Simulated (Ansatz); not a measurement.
Abridged output of a molecular run in Ansatz:

```
Functional definition: HF
937 factors; integrals over basis functions are off by at most 1.3e-3 eV
mean field evaluation 1: about -60616.9989 eV, gradient 3.2e1 eV
mean field evaluation 2: about -60617.0758 eV, gradient 3.2e1 eV
mean field evaluation 4: about -60619.7683 eV, gradient 4.4e0 eV
mean field evaluation 8: about -60619.8431 eV, gradient 3.5e-1 eV
mean field -60619.84420446 eV, -2227.7381849078 hartree, gradient 1.9e-6 eV, S^2 0.000000; 0 other end points of the search recorded, 0 dependent functions left out; unrestricted orbitals would lower it
12 core orbitals not correlated: weight in the atoms' cores, before any rotation towards them, 1.000 or more for the frozen orbitals, at most 0.000 for the correlated occupied ones
reference -60619.84420446 eV, -2227.7381849078 hartree; 16, 16 occupied and 66, 66 virtual orbitals, 937 factors
second order -18.51167786 eV of doubles, -0.00000000 eV of singles
cycle   1  -18.16870999 eV  change    3.4e-1 eV  update   1.5e-1
cycle   2  -18.86483898 eV  change   -7.0e-1 eV  update   5.7e-2
cycle   3  -19.09139205 eV  change   -2.3e-1 eV  update   3.1e-2
cycle   4  -19.08789471 eV  change    3.5e-3 eV  update   1.0e-2
cycle   5  -19.08284516 eV  change    5.0e-3 eV  update   4.0e-3
cycle   6  -19.08477383 eV  change   -1.9e-3 eV  update   1.5e-3
cycle   7  -19.08451174 eV  change    2.6e-4 eV  update   7.4e-4
cycle   8  -19.08428135 eV  change    2.3e-4 eV  update   4.3e-4
cycle   9  -19.08457177 eV  change   -2.9e-4 eV  update   2.2e-4
cycle  10  -19.08453480 eV  change    3.7e-5 eV  update   9.0e-5
cycle  11  -19.08451685 eV  change    1.8e-5 eV  update   4.4e-5
cycle  12  -19.08455811 eV  change   -4.1e-5 eV  update   1.5e-5
cycle  13  -19.08454879 eV  change    9.3e-6 eV  update   5.5e-6
perturbative correction -0.77073123 eV, -0.0283238503 hartree
Total energy: -60639.69948449 eV, -2228.4678529903 hartree
```

Its atoms:

Cartesian coordinates in Å:
```
Ge -0.0619 1.2064 -0.5867
C 0.1409 -0.5434 0.1137
C 0.2165 -1.7096 0.6539
O -0.6319 -1.1756 1.5284
H 0.8212 1.2599 -1.8392
H -1.5358 1.4389 -0.9410
H 0.4047 2.2251 0.4604
H 0.6463 -2.7018 0.6103
```

(1) Which basis set was used?
A. cc-pV(T+d)Z
B. def2-SVP
C. def2-SVPD
D. def2-TZVPP

(2) Write the keys of the input that set method, charge and spin (a neutral closed shell needs none for the last two).

Answers

(1) B. It gives 94 functions.

(2) 
```yaml
correlation: {method: ccsd_t}
```
